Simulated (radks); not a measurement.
Values are calculated unless marked as measured or tabulated.
Problem. Numerical settings for the calcium ion Ca2+, [Ar]. Level of theory: non-relativistic Kohn-Sham, TPSS, spin-polarised, spherical densities, point nucleus; meta-GGA in the generalised Kohn-Sham scheme (a radial shooting solver on a logarithmic mesh with Libxc functionals). The defaults (mesh step 0.008 in ln r, mesh end at 40 bohr or more with all orbitals vanishing there, Anderson mixing 0.5 over 9 steps, residual threshold near 1e-9 with the energy settled to 1e-9 hartree or 1e-11 of itself, here a cap of 91 iterations) give E = -676.936 hartree and 3p at -43.286 eV in 10 iterations. Run on one thread of a shared host, so times are rough (Arm Neoverse V1): 0.11 s of CPU time, 0.11 s wall, 10 iterations on 2476 mesh points. One setting is changed at a time: mesh step in ln r 0.012; mesh step in ln r 0.2; mesh step in ln r 0.12; mesh end (bohr) 12; mesh end (bohr) 3; residual threshold 0.01; residual threshold 1e-16; mixing 0.2; linear mixing, mixing 1; linear mixing, mixing 0.8; mixing history 2; iteration cap 5. Which runs fail to converge, and which converge to a wrong energy?

Solution. Not converged within the cap: mesh step in ln r 0.2; mesh step in ln r 0.12; residual threshold 1e-16; linear mixing, mixing 1; linear mixing, mixing 0.8; iteration cap 5. Settings that end as converged yet miss the energy by more than 1 mhartree: mesh end (bohr) 3 (+0.158 hartree).
